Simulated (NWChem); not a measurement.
Lowest excitation of Cl4Sn

SMILES: [Cl][Sn]([Cl])([Cl])[Cl]
```xyz
5

Cl     1.8915     0.0000    -1.3374
Sn     0.0000     0.0000    -0.0001
Cl    -1.8915     0.0000    -1.3374
Cl     0.0000     1.8915     1.3375
Cl     0.0000    -1.8915     1.3375
```
Charge 0, spin multiplicity 1.

Program: NWChem. Structure: optimised with PBE0/def2-SVP with def2 effective core potentials on Sn, a minimum by its harmonic frequencies.

Basis set: def2-SVP.

```
method           lowest vertical singlet excitation energy (eV)  relative cost  difference from EOM-CCSD
---------------  ----------------------------------------------  -------------  ------------------------
TD-PBE                                                     4.01              4                     -2.08
EOM-CCSD                                                   6.09             20                      0.00
CIS                                                        6.94        under 3                     +0.85
TDA-LDA (SVWN5)                                            3.89              1                     -2.20
TD-B3LYP                                                   4.56              7                     -1.53
```

The values span 3.05 eV, from TDA-LDA (SVWN5) (lowest) to CIS (highest). Costs are rough ratios of processor time within this set of runs, SCF included, with TDA-LDA (SVWN5) as 1.

Effective core potentials replace the inner electrons of Sn; spin-orbit coupling is left out. The correlated methods keep 24 core orbitals frozen. B3LYP has NWChem's definition, with VWN1-RPA local correlation. The structure started from a generated list of species. Differences from the coupled-cluster row are differences between methods, not errors against experiment.
